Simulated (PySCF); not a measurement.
# Levels of Ag³⁶⁺ from EOM-EA-GCCSD

Reference: closed-shell Ag³⁷⁺, [Ne]; one electron is added. Calculated with PySCF 2.14, two-component X2C-1e with screened spin-orbit coupling, an even-tempered Gaussian basis (17 s from 3.9 bohr⁻², ratio 2.6; 13 p from 5.1 bohr⁻², ratio 2.6; 6 d from 5.2 bohr⁻², ratio 2.8; 3 f from 120 bohr⁻², ratio 2.8); frozen 1s2; the 54 highest virtual spinors dropped; of the others 44 kept and the rest restored at second order. No Breit or QED terms. Binding energies in eV.

```json
{"level": "3s1/2", "Koopmans": "2372.0"}
{"level": "3p1/2", "Koopmans": "2289.8"}
{"level": "3p3/2", "Koopmans": "2243.9"}
{"level": "3d3/2", "Koopmans": "2136.6"}
{"level": "3d5/2", "Koopmans": "2126.8"}
```

(1) How does correlation move these levels?

For comparison, the ionisation energy of Ag³⁶⁺ is 2371.99 ± 0.07 eV (semi-empirical (NIST evaluation); NIST Atomic Spectra Database, ionization energies).

Only part of the computed levels is shown.

Results:

(1) 3s1/2: second order 2372.7, EOM-CCSD 2372.7; 3p1/2: second order 2290.7, EOM-CCSD 2290.7; 3p3/2: second order 2244.7, EOM-CCSD 2244.7; 3d3/2: second order 2137.2, EOM-CCSD 2137.2; 3d5/2: second order 2127.4, EOM-CCSD 2127.4.
